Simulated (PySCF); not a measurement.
**TlSi, PBE0: how much the basis matters**

PySCF, UKS reference; quartet, unpaired electrons σ ↑, π ↑↑; De to Tl + Si without counterpoise correction.

```
     basis                           relativity  functions  Re (Å)  ωe (cm⁻¹)  De (eV)  μ (D)
  def2-SVP  scalar-relativistic core potentials         44   2.683        234     2.22  -2.56
 def2-SVPD  scalar-relativistic core potentials         56   2.687        232     2.25  -2.52
def2-TZVPP  scalar-relativistic core potentials         92   2.658        235     2.26  -2.49
```

(1) How does each smaller set differ from the one with most functions, def2-TZVPP?

A positive dipole means Tl(−)Si(+). These are scalar-relativistic numbers at best; spin–orbit coupling would shift them, the dissociation energy most. The state was picked by a PBE0 search and need not be the measured ground state.

Answers

(1) def2-SVP: +2.5 pm, -0.4 % in ωe, -0.04 eV in De; def2-SVPD: +2.9 pm, -1.3 % in ωe, -0.01 eV in De. All at PBE0; the set with most functions is neither the basis-set limit nor always the best.
